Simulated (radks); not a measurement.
Q: Species: Ar9+. Configuration: [He] 2s2 2p5 (the NIST ground configuration). Method: Dirac Kohn-Sham, relativistic LDA (MacDonald-Vosko exchange, VWN5 correlation), spin-unpolarised, spherical densities, finite nucleus; open shells fill j = l - 1/2 first; Fermi nuclear charge, rms radius 3.4274 fm; computed with a radial shooting solver on a logarithmic mesh with Libxc functionals. Some entries of the table are withheld. Estimate them.

| orbital | occ. | eigenvalue (eV) | <1/r> (bohr^-1) | <r> (bohr) |
|---|---|---|---|---|
| 1s1/2 | 2 | -3356.517 | 17.65 | (1) |
| 2s1/2 | 2 | -515.2716 | (2) | 0.4012 |
| 2p1/2 | 2 | -455.5221 | (3) | 0.3570 |
| 2p3/2 | 3 | -453.0675 | (4) | 0.3591 |
| 3s1/2 | 0 | -178.4644 | 1.369 | 1.055 |
| 3p1/2 | 0 | -161.6901 | (5) | (6) |
| 3p3/2 | 0 | -161.1963 | (7) | (8) |

A: 
(1) 1s1/2 <r> (bohr): 0.08593
(2) 2s1/2 <1/r> (bohr^-1): 3.677
(3) 2p1/2 <1/r> (bohr^-1): 3.612
(4) 2p3/2 <1/r> (bohr^-1): 3.583
(5) 3p1/2 <1/r> (bohr^-1): 1.316
(6) 3p1/2 <r> (bohr): 1.057
(7) 3p3/2 <1/r> (bohr^-1): 1.310
(8) 3p3/2 <r> (bohr): 1.061
